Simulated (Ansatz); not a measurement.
Worked example: CH5BO2 + C2H7AlO → CH5BO3 + C2H7Al

Species: CH5BO2 `COBO`, singlet; C2H7AlO `C[CH2][AlH][OH]`, singlet; CH5BO3 `COB(O)O`, singlet; C2H7Al `C[CH2][AlH2]`, singlet. The partners trade H for OH: B–H and Al–OH bonds give way to B–OH and Al–H.

Shapes, held fixed at every level: PBE0-D4/def2-TZVP. Flexible molecules stand in one conformer, not always the lowest. Programs: Ansatz 0.2.0. The zero-point and thermal change to 298 K, harmonic and unscaled (PBE0-D4/def2-TZVP), is -3.8 kJ/mol.

At CCSD(T)/CBS estimate; 1 Eh = 2625.50 kJ/mol:

| species | energy (Eh) |
| --- | --- |
| CH5BO2 | -216.292551 |
| C2H7AlO | -397.563565 |
| CH5BO3 | -291.533927 |
| C2H7Al | -322.312002 |

Work out ΔH(298 K) of the reaction at this level.


1. Products less reactants: (-291.533927) + (-322.312002) − [(-216.292551) + (-397.563565)] = 0.010187 Eh = +26.7 kJ/mol.
2. With the thermal change: +26.7 + (-3.8) = +22.9 kJ/mol.

Other levels give -0.3 (CCSD/def2-SVP) to +24.9 kJ/mol (B2PLYP/def2-TZVPP). No measured value is set beside it here. The CBS estimate extrapolates MP2 from def2-TZVPP and def2-QZVPP and adds CCSD(T) − MP2 in the triple-zeta set, cores frozen.
